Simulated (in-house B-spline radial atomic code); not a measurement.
# RPA and G0W0 on PBEsol: neutral calcium

Configuration [Ar] 4s2, mean-field start PBEsol. Computed with an all-electron radial atomic-structure program (B-spline basis): all electrons, non-relativistic, point nucleus, each spin shell either full or empty, empty states to l = 9 with an (l + 1/2)⁻⁴ tail; G0W0 by contour deformation at full frequency.

Command:
```bash
python run_gw.py task.json out
```
Settings (radii: box in bohr, nucleus in fm):
```
Z                        20
electrons                20
configuration            [Ar] 4s2
hamiltonian              nr
method                   pbesol
lmax                     9
spin_polarised           False
box_radius               40
intervals                53
ion_configuration        [Ar] 4s1
```

Run time, properties included: 4.6 s on 1 thread of Arm Neoverse N1, with other jobs on the host.

Energies (hartree):

```json
{"term": "mean-field total", "value": "-676.50092"}
{"term": "Hartree-Fock functional on these orbitals", "value": "-676.74353"}
{"term": "direct second order", "value": "-1.5178"}
{"term": "second-order exchange", "value": "0.51433"}
{"term": "SOSEX correction", "value": "0.44452"}
```

Problem. What is the RPA correlation energy, and what remains with SOSEX?

Solution. RPA gives -1.2534 hartree (-1.71 eV per electron); RPA + SOSEX gives -0.80885, and the second-order doubles -1.0035 hartree (no singles). SOSEX takes back 35 % of the RPA value.

Quasi-particle levels (eV):

```
level  occupied  mean field  Σx - vxc  Σc  QP weight  G0W0
   4s       yes      -3.751     -1.43   ?          ?     ?
```

G0W0 = mean field + (Σx - vxc) + Σc, with Σc (partial-wave tail included) taken at the quasi-particle energy. Only the outer levels were computed. Levels of low weight are left out.

Problem. Where does G0W0 put 4s?

Solution. At -6.112 eV, with Σc = -0.93 eV and a quasi-particle weight of 0.746. The tabulated removal energy is 6.113 eV (NIST, measured); the calculation leaves out relativity, Breit and QED terms, and what these don't explain is the method's own error.

Problem. What does it cost to remove one electron (to [Ar] 4s1) by differences of total energies, each species on its own start (correlation terms add to the Hartree-Fock functional)?

Solution. PBEsol 6.021 eV, Hartree-Fock functional 5.095 eV, + RPA 6.494 eV, + RPA + SOSEX 6.201 eV, + second order 7.108 eV. Tabulated: 6.113 eV (NIST, measured); the calculation leaves out relativity, Breit and QED terms, and what these don't explain is the method's own error.
